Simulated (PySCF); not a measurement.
A structure optimised at B3LYP-D3(BJ)/def2-SVP, used in a PySCF frequency run:

```xyz
6

Hf     0.0000     0.0000    -0.1628
Cl     1.9277     1.1130     0.6120
Cl    -1.9277     1.1130     0.6120
Cl     0.0000    -2.2259     0.6120
O      0.0000     0.0000    -2.0596
H      0.0000     0.0000    -3.0190
```

Write its SMILES, formula and point group.

[OH][Hf]([Cl])([Cl])[Cl], Cl₃HHfO, C3v

What are its rotational constants (standard atomic weights)?

1.3124, 1.3124, 0.95909 GHz
